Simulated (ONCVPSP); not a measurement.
iron: one change to an ONCV potential, before and after

Fe (Z = 26), optimised norm-conserving Vanderbilt (ONCV), made with ONCVPSP 4.0.1 (PBEsol, scalar-relativistic). Core [Ne], reference 3s2 3p6 3d5 (charge +3). Waves: 3s: rc 1.25 bohr, ncon 4, nbas 8, qcut 10.6 1/bohr, 2 projectors, debl 2.4 Ha; 3p: rc 1.05 bohr, ncon 4, nbas 9, qcut 14.1 1/bohr, 1 projector; 3d: rc 1.80 bohr, ncon 4, nbas 9, qcut 8.7 1/bohr, 2 projectors, debl 2.7 Ha. Local part: polynomial inside 0.90 bohr (lpopt 5, dvloc0 0 Ha). Core correction: polynomial model core, fcfact 0.45.

In the s channel the program set the typed energies aside and used -4.809, 0.250 Ha.

Change: s: rc 1.44. In the s channel the program set the typed energies aside and used -4.809, 0.050 Ha.

Cutoffs: the cutoffs (Ha) at which the residual kinetic energy of the hardest occupied pseudo-wave falls to 1 and 0.1 mHa per electron; they do not see the model core or the augmentation charge, which bear on the density cutoff. Errors are all-electron minus pseudo energies relative to the spin-unpolarised reference configuration.

Problem. How do hardness, ghosts and transferability respond?

Solution. The potential gets neither clearly harder nor softer (47 Ha and 67 Ha → 47 Ha and 67 Ha); the p channel sets the loose cutoff, while the largest relative change is in s, which becomes softer; the errors of the 3 common tests hardly move; neither file shows a bound ghost.

```csv
quantity,base,changed
"cutoff, loose",47 Ha,47 Ha
"cutoff, tight",67 Ha,67 Ha
loose cutoff by channel,"s 38 Ha, p 47 Ha, d 31 Ha","s 30 Ha, p 47 Ha, d 31 Ha"
bound ghosts,none,none
GHOST(+) flags under 300 eV,none,none
tests with a reliable result,3 of 4,3 of 4
"error for 3s2 3p6 3d6 4s2, meV [ΔE -59.05 eV]",+73,+73
"error for 3s2 3p6 3d6 4s1, meV [ΔE -50.30 eV]",+109,+109
"error for 3s2 3p6 3d6, meV [ΔE -34.19 eV]",+164,+165
p: phases at 1.07 bohr within 0.05 rad from the reference energy up to (Ha; the scan ends near 5),3.4,3.4
d: phases at 1.83 bohr within 0.05 rad from the reference energy up to (Ha; the scan ends near 5),to the end of the scan,to the end of the scan
"rms error of d²Exc/dni dnj with the model core, mHa",1.24,1.67
```
